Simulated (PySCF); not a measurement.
B(H)2(NHtBu), SMILES BNC(C)(C)C, GFN2-xTB optimised geometry.

```
18

B      1.41     1.18     0.00
H      0.81     2.18     0.00
H      2.58     1.18     0.00
N      0.78    -0.04     0.00
C     -0.63    -0.43     0.00
C     -0.91    -1.25     1.27
C     -1.55     0.79    -0.02
C     -0.90    -1.29    -1.24
H      1.35    -0.88     0.01
H     -0.70    -0.65     2.16
H     -1.95    -1.56     1.30
H     -0.28    -2.14     1.30
H     -2.58     0.47    -0.03
H     -1.36     1.39    -0.91
H     -1.38     1.41     0.86
H     -1.94    -1.60    -1.27
H     -0.68    -0.73    -2.14
H     -0.27    -2.18    -1.23
```

Density from PBE0/def2-SVP in PySCF 2.14.0 at that geometry.

Minimum of the electron density along straight lines between bonded atoms, close to the bond critical point (lines longer than 1.1 times the sum of covalent radii, or with two minima, are not listed):

```
bond    length / Å  ρ at the minimum / e bohr⁻³  ∇²ρ there / e bohr⁻⁵  position (fraction from the first atom)
------  ----------  ---------------------------  --------------------  ---------------------------------------
B1–H2        1.169                        0.179                 -0.10                                     0.43
B1–H3        1.174                        0.177                 -0.10                                     0.43
B1–N4        1.377                          ___                  0.87                                     0.33
N4–C5        1.458                        0.265                   ___                                     0.62
C5–C6        1.536                        0.244                 -0.56                                     0.50
C5–C7        1.526                        0.247                 -0.57                                     0.51
C5–C8        1.536                        0.244                 -0.56                                     0.50
N4–H9        1.012                          ___                 -1.58                                     0.76
C6–H10       1.088                        0.277                 -1.02                                     0.63
C6–H11       1.087                        0.276                 -1.01                                     0.62
C6–H12       1.089                        0.275                 -0.99                                     0.62
C7–H13       1.087                        0.276                 -1.00                                     0.62
C7–H14       1.086                        0.278                 -1.02                                     0.63
C7–H15       1.086                        0.278                 -1.02                                     0.63
C8–H16       1.087                        0.277                 -1.01                                     0.62
C8–H17       1.088                        0.277                 -1.02                                     0.63
C8–H18       1.089                        0.275                 -0.99                                     0.62
```

Q: Complete the blanks.

A: 
- B1–N4, ρ at the minimum / e bohr⁻³: 0.212
- N4–C5, ∇²ρ there / e bohr⁻⁵: -0.75
- N4–H9, ρ at the minimum / e bohr⁻³: 0.339
